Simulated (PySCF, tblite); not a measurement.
Isomers of C7H8F3N, one GFN2-xTB conformer each. Single-point energies are computed at PBE0/pcSseg-1 (PySCF, gas phase, no added dispersion term), electronic only.

Question: Rank them by PBE0/pcSseg-1 energy, lowest first (kcal/mol).
A. `[CH3:1][n:2]1[cH:3][cH:4][c:5]([CH2:6][C:7]([F:8])([F:9])[F:10])[cH:11]1` with C4–C5–C6–C7 -88°
B. `[CH2:1]=[C:2]([CH2:3][C:4]#[N:5])[CH2:6][CH2:7][C:8]([F:9])([F:10])[F:11]` with C1–C2–C3–C4 -113°, C1–C2–C6–C7 -71°, C2–C6–C7–C8 -64°
C. `[CH3:1][C@H:2]([C:3]#[N:4])[C@@H:5]([CH3:6])[C:7]([F:8])=[C:9]([F:10])[F:11]` with C1–C2–C5–C6 -178°, C2–C5–C7–F8 -57°

Answer: A (0.0), B (22.1), C (43.1).

As drawn, the lowest has an aromatic ring, which the highest lacks; the highest has a C≡N group and a C=C bond outside aromatic rings, which the lowest lacks. GFN2-xTB itself gives, in the same order: 0.0, 43.7, 53.1. Both levels put the same isomer lowest; measured from each level's own lowest isomer, the values differ by up to 21.6 kcal/mol (C=C(CC#N)CCC(F)(F)F: 43.7 against 22.1).

Which frontier levels, dipoles and rotational constants go with these structures?

```
                        SMILES  HOMO (eV, PBE0/pcSseg-1)  LUMO (eV)  dipole (D)       A, B, C (MHz)
           Cn1ccc(CC(F)(F)F)c1                     -6.27       0.72        4.00  2704, 599.8, 558.7
           C=C(CC#N)CCC(F)(F)F                     -8.04      -0.55        3.60  1912, 662.5, 599.3
C[C@H](C#N)[C@@H](C)C(F)=C(F)F                     -7.67       0.15        2.13  1930, 610.7, 596.8
```

What happens when harmonic zero-point energies from GFN2-xTB frequencies are added?

| SMILES | ZPE (kcal/mol) | electronic (kcal/mol) | with ZPE (kcal/mol) |
| --- | --- | --- | --- |
| Cn1ccc(CC(F)(F)F)c1 | 87.3 | 0.0 | 0.0 |
| C=C(CC#N)CCC(F)(F)F | 86.2 | 22.1 | 21.1 |
| C[C@H](C#N)[C@@H](C)C(F)=C(F)F | 86.3 | 43.1 | 42.2 |

The zero-point energies span 1.1 kcal/mol. The order is unchanged.
